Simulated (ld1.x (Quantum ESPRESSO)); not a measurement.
# What one change does to a pseudopotential (titanium (Ti), PAW)

```json
{"Element": "Ti", "Generator": "ld1.x (Quantum ESPRESSO) 7.5", "Type": "PAW", "Functional": "PBE", "Relativity": "scalar-relativistic", "Frozen core": "[Ne]", "Valence charge": "12", "Reference configuration": "3s2 3p6 3d3 4s1 4p0", "Partial waves": "3s (bound): rcut 1.35, rcutus 1.50 bohr; 4s (bound): rcut 1.35, rcutus 1.50 bohr; 3p (bound): rcut 1.70, rcutus 1.85 bohr; 4p (bound, empty): rcut 1.70, rcutus 1.85 bohr; 3d (bound): rcut 1.05, rcutus 1.35 bohr; 3d channel at 0.85 Ry: rcut 1.05, rcutus 1.35 bohr", "Local potential": "all-electron potential smoothed inside 1.70 bohr (lloc = -2)", "Core correction": "Bessel-smoothed model core, default radius (core density twice the valence density)", "Augmentation charge": "GAUSS, radius 0.90 bohr"}
```

All-electron outer shells of the reference configuration (PBE, scalar-relativistic, ld1.x):

| shell | level (eV) | outermost node (bohr) | outermost maximum (bohr) |
| --- | --- | --- | --- |
| 2s | -533.18 | 0.09 | 0.27 |
| 2p | -440.56 | – | 0.22 |
| 3s | -59.32 | 0.40 | 0.87 |
| 3p | -35.70 | 0.37 | 0.90 |
| 4s | -3.73 | 1.26 | 3.07 |
| 3d | -1.92 | – | 1.02 |
| 4p | -1.12 | 1.42 | 4.20 |

Change: all radii but the core radius scaled by about 0.94 (s 1.42, p 1.74, d 1.28 bohr, rcut 1.28/1.60/0.98); local potential all-electron potential smoothed inside 1.60 bohr (lloc = -2); augmentation GAUSS, radius 0.84 bohr.

Cutoffs: the cutoffs (Ry, on a coarse ladder) from which the occupation-weighted sum of valence levels, in a spherical-Bessel basis at the reference potential, stays within 10 and 1 mRy of its value at 400 Ry; they do not see the model core or the augmentation charge, which bear on the density cutoff. Errors are all-electron minus pseudo energies relative to the spin-unpolarised reference configuration.

Problem. What does the change do?

Solution. The potential gets harder (50 Ry and 80 Ry → 55 Ry and 90 Ry); of the 7 tests that both files solve, the error grows in 0 and shrinks in 4 by more than 15 % and 0.3 meV (median size 5.6 → 3.6 meV); neither file shows a bound ghost. A smaller radius makes the pseudo-wave follow the all-electron one further in, where it bends more sharply, so more plane waves are needed. Less of the atom is replaced, so other configurations are described better.

| quantity | base | changed |
| --- | --- | --- |
| cutoff, loose | 50 Ry | 55 Ry |
| cutoff, tight | 80 Ry | 90 Ry |
| loose cutoff by channel (10 mRy a level) | s 18 Ry, p 18 Ry, d 45 Ry | s 21 Ry, p 21 Ry, d 50 Ry |
| bound ghosts | none | none |
| error for 3s2 3p6 3d2 4s2 4p0, meV [ΔE -1.11 eV] | +4.1 | +3.6 |
| error for 3s2 3p6 3d2 4s1 4p0, meV [ΔE 6.24 eV] | +2.4 | +2.1 |
| error for 3s2 3p6 3d2 4s0 4p0, meV [ΔE 19.81 eV] | +0.5 | +0.4 |
| error for 3s2 3p5 3d2 4s2 4p0, meV [ΔE 44.45 eV] | +64 | +46 |
| error for 3s2 3p6 3d1 4s0 4p0, meV [ΔE 46.76 eV] | +24 | +18 |
| error for 3s2 3p6 3d2 4s1 4p1, meV [ΔE 1.97 eV] | +5.6 | +4.0 |
| error for 3s2 3p6 3d2 4s0 4p1, meV [ΔE 10.02 eV] | +5.6 | +3.5 |
| lowest overlap eigenvalue by channel | s 0.16, p 0.11, d 0.95 | s 0.24, p 0.14, d 0.93 |
